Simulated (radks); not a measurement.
Charge is removed step by step from the 3p level of the lanthanum ion La+, starting from [Xe] 5d2. All-electron calculation, scalar-relativistic Kohn-Sham, BLYP, spin-unpolarised, spherical densities, finite nucleus; Fermi nuclear charge, rms radius 4.855 fm. Program: a radial shooting solver on a logarithmic mesh with Libxc functionals.

removed (e)  E - E(0) (eV)  eigenvalue (eV)  E minus straight line (eV)
0                    0.000          -1118.7                       0.000
0.1                 112.00          -1123.6                      -2.221
0.2                 224.49          -1128.5                      -3.956
0.3                 337.46          -1133.4                      -5.201
0.4                 450.93          -1138.3                      -5.955
0.5                 564.90          -1143.3                      -6.214
0.6                 679.36          -1148.3                      -5.975
0.7                 794.32          -1153.3                      -5.237
0.8                 909.78          -1158.3                      -3.997
0.9                 1025.7          -1163.4                      -2.252
1                   1142.2          -1168.5                       0.000

Removing the whole electron costs 1142.2 eV by Delta-SCF, against 1118.7 eV from minus the eigenvalue at the starting occupation. Slater's transition state (half an electron removed) gives 1143.3 eV. Integrating minus the eigenvalue over the occupation (Janak's theorem) gives 1143.4 eV. In this scalar-relativistic scheme the density is built from large components alone, so the theorem holds only approximately. The mean slope of the eigenvalue, de/dn, is 49.7 eV per electron.
